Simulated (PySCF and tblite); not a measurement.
Results of a calculation; reference values are marked as such.
3 regioisomers of C7H7NO:

```json
{"isomer": "A", "SMILES": "[CH2:1]=[CH:2][c:3]1[cH:4][n:5][o:6][c:7]1[CH:8]=[CH2:9]"}
{"isomer": "B", "SMILES": "[CH2:1]=[CH:2][c:3]1[cH:4][o:5][n:6][c:7]1[CH:8]=[CH2:9]"}
{"isomer": "C", "SMILES": "[CH2:1]=[CH:2][c:3]1[cH:4][c:5]([CH:6]=[CH2:7])[o:8][n:9]1"}
```

Each isomer is a Boltzmann average at 298.15 K over at most 5 conformers: GFN2-xTB geometries, energies PBE0/pcSseg-1 (D3(BJ) added where defined), GFN2-xTB thermal terms. Programs: PySCF with density fitting and tblite.

(1) Rank the isomers by free energy at 298.15 K.

## Answers

(1) 
```tsv
isomer	ΔG (kcal/mol)	ΔE, lowest conformer	conformers	largest weight %	rms dipole (D)
C	0.0	0.0	4	72	2.96
A	0.5	0.5	4	78	2.89
B	4.1	4.6	4	43	2.80
```
